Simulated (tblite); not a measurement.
Species: C6H11BO3.
Atom-mapped SMILES: `[CH3:1][CH:2]([CH3:3])[O:4][C:5]1=[CH:6][O:7][BH2-:8][O+:9]=[CH:10]1` (hydrogens: H11, H12, H13 on C1; H14 on C2; H15, H16, H17 on C3; H18 on C6; H19, H20 on B8; H21 on C10)
Bond orders are those of one Lewis drawing.

Computed with GFN2-xTB (tblite), gas phase: L-BFGS steps from a force-field or distance-geometry start until the largest atomic force falls under 0.01 eV/Å.

At the end of the run (lengths in Å): C6–O7 1.260, O7–B8 1.547, C5=C6 1.396, B8–O9 1.546, C5–C10 1.396, C3–H16 1.086, C2–O4 1.434, C2–O4–C5 115.0°, C1–C2–C3 111.7°, C1–C2–O4 106.4°, O4–C5–C6 121.6°, C1–C2–O4–C5 169°, C2–O4–C5–C6 -78°, O4–C5–C6–O7 -178°, H11–C1–C2–C3 59°, H14–C2–C1–H11 -63°.

Question: These geometries were met on the way; a selection of coordinates is given. Order them by energy above the end point, lowest first.
A. C6–O7 1.244, O7–B8 1.529, C5=C6 1.437, B8–O9 1.512, C5–C10 1.411, C3–H16 1.101, C2–O4 1.432, C2–O4–C5 122.9°, C1–C2–C3 103.8°, C1–C2–O4 109.9°, O4–C5–C6 117.2°, C1–C2–O4–C5 -178°, C2–O4–C5–C6 -119°, O4–C5–C6–O7 -178°, H11–C1–C2–C3 32°, H14–C2–C1–H11 -85°
B. C6–O7 1.259, O7–B8 1.541, C5=C6 1.406, B8–O9 1.545, C5–C10 1.401, C3–H16 1.089, C2–O4 1.435, C2–O4–C5 119.6°, C1–C2–C3 107.4°, C1–C2–O4 107.8°, O4–C5–C6 118.1°, C1–C2–O4–C5 176°, C2–O4–C5–C6 -121°, O4–C5–C6–O7 -172°, H11–C1–C2–C3 36°, H14–C2–C1–H11 -86°
C. C6–O7 1.263, O7–B8 1.572, C5=C6 1.390, B8–O9 1.549, C5–C10 1.402, C3–H16 1.080, C2–O4 1.444, C2–O4–C5 121.0°, C1–C2–C3 104.9°, C1–C2–O4 108.7°, O4–C5–C6 117.1°, C1–C2–O4–C5 180°, C2–O4–C5–C6 -120°, O4–C5–C6–O7 -176°, H11–C1–C2–C3 33°, H14–C2–C1–H11 -86°
D. C6–O7 1.383, O7–B8 1.472, C5=C6 1.320, B8–O9 1.481, C5–C10 1.454, C3–H16 1.143, C2–O4 1.398, C2–O4–C5 126.3°, C1–C2–C3 104.1°, C1–C2–O4 112.0°, O4–C5–C6 118.3°, C1–C2–O4–C5 180°, C2–O4–C5–C6 -117°, O4–C5–C6–O7 -179°, H11–C1–C2–C3 31°, H14–C2–C1–H11 -83°
E. C6–O7 1.261, O7–B8 1.546, C5=C6 1.398, B8–O9 1.543, C5–C10 1.397, C3–H16 1.086, C2–O4 1.436, C2–O4–C5 120.0°, C1–C2–C3 112.1°, C1–C2–O4 104.3°, O4–C5–C6 119.2°, C1–C2–O4–C5 172°, C2–O4–C5–C6 -119°, O4–C5–C6–O7 -172°, H11–C1–C2–C3 39°, H14–C2–C1–H11 -82°

Answer: E (0.138 eV), B (0.225 eV), C (0.362 eV), A (0.584 eV), D (1.154 eV).

| step | E above end (eV) | rms distance from the end, all atoms (Å) | largest force (eV/Å) | rms shift of all bonds from the end (Å) |
| --- | --- | --- | --- | --- |
| 19 | 0.138 | 0.570 | 0.104 | 0.003 |
| 8 | 0.225 | 0.599 | 0.349 | 0.006 |
| 4 | 0.362 | 0.610 | 0.531 | 0.009 |
| 1 | 0.584 | 0.617 | 2.206 | 0.016 |
| 0 | 1.154 | 0.619 | 5.613 | 0.045 |

Rows stand in the order of the answer.
